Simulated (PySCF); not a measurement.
PySCF input file for Al(F)(GeH3)(Me) (CH6AlFGe), SMILES [CH3][Al]([F])[GeH3], C-PCM-M06-2X/def2-SVP. Geometry optimised at PBE0-D3(BJ)/def2-SVP. The structure was generated by enumeration; whether it is a known compound was not checked.

```python
import numpy as np
from pyscf import gto, scf, dft
from pyscf.solvent import pcm

mol = gto.M(
    atom='''
    Al    0.31827046    0.54573361   -0.85574655
    F     1.96027847    0.53987796   -1.18310575
    Ge   -0.37658159   -0.72177894    1.14375019
    H    -0.37532741   -2.24248363    0.87455405
    H     0.55508089   -0.48194684    2.34893809
    H    -1.80838348   -0.35242594    1.58754590
    C    -0.82561409    1.51443221   -2.09245792
    H    -1.86474451    1.59917834   -1.73862062
    H    -0.84473400    1.00400454   -3.07093116
    H    -0.43761821    2.53056759   -2.27408768
    ''',
    basis='def2-SVP',
    charge=0,
    spin=0,
    max_memory=1600,
    verbose=3,
)
mf = dft.RKS(mol, xc='m06-2x').density_fit(auxbasis='def2-universal-jkfit')
mf.grids.level = 4
mf.conv_tol = 1e-9
mf.max_cycle = 100
mf.kernel()
res = {}
for name, eps in {'water': 78.355, 'dichloromethane': 8.93, 'toluene': 2.3741}.items():
    s = mf.PCM()
    s.with_solvent.method, s.with_solvent.eps, s.with_solvent.lebedev_order = 'C-PCM', eps, 29
    s.kernel(mf.make_rdm1())
    res[name] = (s.e_tot, eps, s.dip_moment(), s.mo_energy, s.converged)
    print(f'{name}: electrostatic solvation free energy {(s.e_tot - mf.e_tot) * 627.509474:.3f} kcal/mol')
```

It prints:

```
converged SCF energy = -2460.54442907501

WARN: PCM is an experimental feature. It is still in testing.
Features and APIs may be changed in the future.

converged SCF energy = -2460.55403508438
Dipole moment(X, Y, Z, Debye): -1.82826,  0.82961, -0.81960
water: electrostatic solvation free energy -6.028 kcal/mol

WARN: PCM is an experimental feature. It is still in testing.
Features and APIs may be changed in the future.

converged SCF energy = -2460.55297185051
Dipole moment(X, Y, Z, Debye): -1.79747,  0.79912, -0.78212
dichloromethane: electrostatic solvation free energy -5.361 kcal/mol

WARN: PCM is an experimental feature. It is still in testing.
Features and APIs may be changed in the future.

converged SCF energy = -2460.54981166724
Dipole moment(X, Y, Z, Debye): -1.71179,  0.71555, -0.67964
toluene: electrostatic solvation free energy -3.378 kcal/mol
```

The calculation finished and met its thresholds.

Cost: around 100 core-seconds (rough).
